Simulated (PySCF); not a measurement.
**TcO2F3, singlet: data card**

Computed with B3LYP in PySCF with Tc def2-SVP with ECP28, O def2-SVP, F def2-SVP; scalar-relativistic core potentials, no spin–orbit coupling; density-fitted integrals.

The structure is a saddle point with 1 imaginary mode.

| Item | Value |
| --- | --- |
| Point group | Cs |
| Bond lengths | Tc–F 1.809 Å, Tc–F 1.883 Å (×2), Tc–O 1.660 Å (×2) |
| Bond angles | F–Tc–F 75.6°, F–Tc–F 104.3° (×2), F–Tc–O 85.5° (×2), F–Tc–O 105.5° (×2), F–Tc–O 147.8° (×2), O–Tc–O 97.9° |
| Principal quadrupole moments (Buckingham, traceless) about the centre of mass | -2.16, -1.97, 4.13 D Å |
| Highest occupied level | -10.20 eV |
| Lowest empty level | -5.64 eV |
| Principal polarisabilities | 32.0, 42.4, 45.5 bohr³ |
| Rotational constants | 0.09708, 0.09276, 0.08042 cm⁻¹ |
| Dipole moment | 1.61 D |
| Zero-point energy (real modes) | 36.1 kJ/mol |
| Atomisation energy without zero-point energy | 2246 kJ/mol |

Harmonic modes (masses in u: Tc 98.907, O 15.995, F 18.998):
```tsv
symmetry	ω (cm⁻¹)	IR (km/mol)	μ (u)	type
a''	138i	–	17.92	bend
a'	217	6.9	20.47	bend
a''	251	3.0	18.90	bend
a'	326	15.4	20.40	bend
a''	330	22.9	19.82	bend
a'	379	6.8	20.47	bend
a'	470	2.1	16.94	bend
a''	589	39.3	19.46	stretch
a'	674	103	21.86	stretch
a'	743	97.2	22.52	stretch
a''	1018	174	18.82	stretch
a'	1043	102	17.76	stretch
```

Charges (e):
```json
{"atom": "Tc1", "Mulliken": "1.33", "Löwdin": "0.37", "polar tensor": "2.66", "Mayer order to Tc1": "–"}
{"atom": "O2,3", "Mulliken": "-0.23", "Löwdin": "0.00", "polar tensor": "-0.54", "Mayer order to Tc1": "2.02"}
{"atom": "F4", "Mulliken": "-0.27", "Löwdin": "-0.07", "polar tensor": "-0.48", "Mayer order to Tc1": "0.99"}
{"atom": "F5,6", "Mulliken": "-0.31", "Löwdin": "-0.15", "polar tensor": "-0.55", "Mayer order to Tc1": "0.96"}
```

Mulliken populations on Tc1 (electrons outside its core potential): s 2.23, p 6.62, d 4.71, f 0.11.

Outer orbital energies (eV). occupied: -12.84, -12.34, -11.67, -11.64, -11.62, -11.38, -11.12, -10.20; empty: -5.64, -5.16, -5.00, -4.23.

This need not be the most stable arrangement of these atoms. At this level a singlet minimum of C2v symmetry lies 84 kJ/mol below this structure.

The final relaxation and frequency run took about 3 core-minutes on a shared host.
